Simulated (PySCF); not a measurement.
C₃H₅O₂S₂Si (doublet state).
Geometry (GFN2-xTB, Å), atoms numbered from 1 in this order:
```xyz
13
C3H5O2S2Si angstrom
O      3.2864   -1.6327    0.8510
C      3.2369   -0.8154   -0.0145
O      2.1311   -0.3017   -0.4936
Si     0.6434   -0.7607    0.1085
S     -0.6996   -0.6322   -1.5707
C     -2.0336   -0.0776   -0.4624
C     -1.6069    1.1301    0.3419
S     -0.1310    0.8140    1.3747
H      4.1172   -0.3896   -0.5215
H     -2.3094   -0.9113    0.1829
H     -2.8781    0.1798   -1.1012
H     -2.4009    1.4361    1.0224
H     -1.3597    1.9618   -0.3189
```

The hyperfine couplings belong to this conformer and change with its torsions.

As a line formula: `O=CO[Si]1SCCS1` [radical].

Method used: PySCF, UKS B3LYP, pcH-1 on C H O S Si, non-relativistic, mean-field spin-orbit, GIAO. The structure is a single GFN2-xTB conformer in the gas phase; no vibrational or solvent corrections. The geometry wasn't refined by DFT: couplings that depend on bond lengths, twists or pyramidal angles can differ widely from those at the functional's own minimum, by a factor of two or more for some ions and for spin on atoms past the first row. No stability test was run, so a lower SCF solution isn't excluded.

Q: What is the g tensor, term by term?

A: 
```
                    Δg (ppt)      1      2      3
relativistic mass correction  -0.22  -0.22  -0.22
            gauge correction   0.02   0.08   0.07
   orbital Zeeman/spin–orbit  -1.13   2.05   7.67
                       total  -1.32   1.91   7.52
```

So g = 2.00099, 2.00423, 2.00984 and g_iso = 2.00502; the tensor is rhombic: the two nearest values differ by 37 % of g3 − g1. 

Q: At 33.9 GHz, how far is the centre of the isotropic spectrum from where a free electron (g = 2.002319) resonates?

A: B = hν/(g μB) with μB/h = 13.99624 MHz/mT gives 1209.64 mT for the free electron and 1208.00 mT at g_iso, 1.63 mT lower.

Q: Average each term over the three axes. Which is largest in size?

A: The orbital-Zeeman/spin–orbit term 2.86, the mass correction -0.22 and the gauge correction 0.06 ppt, for a total of 2.70 ppt. The orbital-Zeeman/spin–orbit term is the largest in size. The mass correction is the same along every axis, so the anisotropy comes from the other two: their spans along these axes are 0.07 (gauge) and 8.80 ppt (orbital Zeeman/spin–orbit).

Q: In a frozen sample, at which fields do the three g values resonate at 9.5, 34, 94 and 263 GHz (hyperfine left aside), and which band first spreads them over more than twice a line width of 1.0 mT?

A: 
```json
{"band": "X", "GHz": "9.5", "B(g3) mT": "337.71", "B(g2) mT": "338.66", "B(g1) mT": "339.21", "spread mT": "1.49"}
{"band": "Q", "GHz": "34.0", "B(g3) mT": "1208.66", "B(g2) mT": "1212.05", "B(g1) mT": "1214.01", "spread mT": "5.35"}
{"band": "W", "GHz": "94.0", "B(g3) mT": "3341.60", "B(g2) mT": "3350.95", "B(g1) mT": "3356.37", "spread mT": "14.78"}
{"band": "J", "GHz": "263.0", "B(g3) mT": "9349.36", "B(g2) mT": "9375.53", "B(g1) mT": "9390.71", "spread mT": "41.35"}
```

The spread grows in proportion to the frequency. Q band is the first where it exceeds 2.0 mT.

The Mulliken spin populations are largest on Si4 (+0.68), S8 (+0.13) and S5 (+0.12). Si4 is the only atom above +0.15. The angles at Si4 add up to 315.1°, so it is pyramidal.

The HOMO–LUMO gaps are 5.01 eV among the α and 3.69 eV among the β orbitals.
